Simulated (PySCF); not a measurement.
Mapped SMILES: `[CH2:1]=[C:2]([CH3:3])/[CH:4]=[CH:5]\[C@H:6]1[CH2:7][O:8][BH:9][O:10]1`. Hydrogens are named by the atom that carries them. Ha(C1) is cis to C3; Ha(C7) is cis to C5 on the ring; Hb(C1) is trans to C3; Hb(C7) is trans to C5 on the ring.

- GIAO B3LYP/pcSseg-1 shieldings
- geometry: PBE0-D3(BJ)/def2-SVP
- run in PySCF 2.14
- equivalent nuclei averaged, non-relativistic Hamiltonian, a single conformation, in vacuum

Chemical shifts δ = σref − σ; $^{13}$C (σ = 179.24 ppm), $^{1}$H (σ = 31.38 ppm) vs TMS; $^{17}$O (σ = 334.04 ppm) against H2O; $^{11}$B (σ = 97.83 ppm) against BF3·OEt2, all at this level.

```tsv
atoms	nucleus	count	δ (ppm)
C2	$^{13}$C	1	150.9
B9	$^{11}$B	1	28.5
H(C5)	$^{1}$H	1	?
O8	$^{17}$O	1	150.0
C4	$^{13}$C	1	139.7
C1	$^{13}$C	1	129.5
Ha(C7)	$^{1}$H	1	3.68
H(C4)	$^{1}$H	1	5.97
H(B9)	$^{1}$H	1	4.08
H(C3)	$^{1}$H	3	?
O10	$^{17}$O	1	?
C5	$^{13}$C	1	?
C7	$^{13}$C	1	75.8
Ha(C1)	$^{1}$H	1	5.20
Hb(C7)	$^{1}$H	1	4.24
C3	$^{13}$C	1	?
H(C6)	$^{1}$H	1	5.42
C6	$^{13}$C	1	?
Hb(C1)	$^{1}$H	1	5.17
```

Task: Complete the table.

Result: 
- C5: 140.5 ppm, alkene CH; an sp2 carbon of a C=C bond
- C6: 77.4 ppm, allylic sp3 CH bonded to O; pulled downfield by the heteroatom
- C3: 24.3 ppm, allylic methyl carbon; aliphatic region, no heteroatom directly attached
- H(C5): 5.52 ppm, hydrogen on an alkene CH; olefinic region
- H(C3): 1.90 ppm, hydrogen on an allylic methyl carbon; allylic position
- O10: 171.1 ppm, oxygen bonded to C, B, in a 5-membered ring

Hydrogens on boron are broadened and split by $^{11}$B (spin 3/2, 80 %) and 10B (spin 3). Shifts are as computed. Against solution values, carbons near 30 ppm lie about +2 ppm off and those near 130 ppm about +6 ppm. Of 1313 compounds with measured shifts, 239 miss one by over three times the rms of a fit or turn the order of signals round; such compounds aren't used in these exercises. Experimental scales use liquid or dissolved standards, which lie at an offset from isolated H2O (liquid H2O: subtract about 36 ppm).
